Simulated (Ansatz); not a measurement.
Program: Ansatz. Geometries: PBE0-D4/def2-TZVP. ΔE: electronic, gas phase. CCSD(T)/CBS is the MP2 limit (def2-TZVPP, def2-QZVPP) plus CCSD(T) − MP2 in def2-TZVPP, frozen cores. DFT in def2-TZVPP. For Br outer-core shells are correlated without core-valence functions, which leaves a few kJ/mol of doubt a bond. Scalar relativity is left out up to krypton.

Consider the formal exchange of groups at a C–Si bond: `C[SiH](C)Br` + `C1=CCCC1` → `CC1C=CCC1` + `C[SiH2]Br`.

| level | ΔE (kJ/mol) |
| --- | --- |
| B97M-V | 48.8 |
| CCSD/def2-TZVPP | 43.3 |

Question: What does CCSD(T)/CBS give? (Best estimate.)

Answer: The calculation gave: +44.9 kJ/mol. The listed levels differ from it by 3.9, -1.6 kJ/mol.

Largest T1 diagnostic among the species: 0.010.

At CCSD(T), def2-SVP lies −15.0 kJ/mol from the extrapolated value and def2-TZVPP −1.9 kJ/mol. Leaving LDA and LC-ωPBE aside and taking each functional with its dispersion term where it has one, the values, not all of them listed here, spread over 4.8 kJ/mol, from ωB97X-V to r2SCAN-D4. LDA lies −3.5 kJ/mol from PBE without D4.
